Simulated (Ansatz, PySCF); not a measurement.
Gas-phase reaction (SMILES): OCO → [O]CO + H atom; the H-O bond at the site shown breaks (other sites are not compared here).

Structures are relaxed separately at B3LYP-D3(BJ)/def2-TZVP in Ansatz (an electronic-structure program), one conformer each, not searched for the lowest. Correlated levels leave the core frozen unless marked. Open shells are spin-unrestricted. Spin-orbit coupling is left out. Non-relativistic. CBS(X,Y): correlation extrapolated as X^-3; Hartree-Fock from the larger set. [CCSD(T)-MP2]/basis is that difference in the basis named. Thermal terms are rigid-rotor harmonic-oscillator values from B3LYP-D3(BJ) frequencies (PySCF) at 298.15 K and 1 atm. 1 Eh = 627.5095 kcal/mol. Atoms have translation alone. Electronic entropy comes from spin alone.

```
species  E, RI-MP2/CBS(cc-pVTZ,cc-pVQZ)+[CCSD(T)-MP2]/cc-pVTZ (Ansatz) (Eh)  E, B3LYP-D3(BJ)/def2-TZVPD (Ansatz + dftd3) (Eh)  H - E (Eh)  G - E (Eh)
-------  ------------------------------------------------------------------  ------------------------------------------------  ----------  ----------
OCO                                                              -190.79149                                        -191.04583     0.06178     0.03278
[O]CO                                                            -190.10810                                        -190.37283     0.04586     0.01531
H atom                                                             -0.49995                                          -0.50215     0.00236    -0.01065
```

**Question.** Work out ΔE and ΔH, ΔG, ΔS and the equilibrium constant at 298.15 K at the first level, then ΔH at the second.

**Answer.** 
1. ΔE = [(-190.10810) + (-0.49995)] - [(-190.79149)] = 0.18344 Eh = 115.1 kcal/mol at RI-MP2/CBS(cc-pVTZ,cc-pVQZ)+[CCSD(T)-MP2]/cc-pVTZ.
2. The terms H - E add up to -0.01356 Eh, so ΔH = (0.18344 + (-0.01356))×627.5095 = 106.6 kcal/mol.
3. The terms G - E add up to -0.02812 Eh, so ΔG = 97.5 kcal/mol, and ΔS = (-0.01356 - (-0.02812))×627509.5/298.15 = 30.6 cal/(mol K).
4. log10 K = -ΔG/(RT ln 10) = -71.5, with RT ln 10 = 1.3642 kcal/mol.
5. With ΔH and ΔS taken as constant, ΔG changes sign near ΔH/ΔS = 3480 K, a rough figure that leaves out heat capacities.
6. At B3LYP-D3(BJ)/def2-TZVPD the same steps give ΔE = 107.2 and ΔH = 98.7 kcal/mol, a shift of -7.9 from the first level.
7. These values are not checked against measurement here, since the tables used lack a sound gas-phase enthalpy of formation for at least one species.
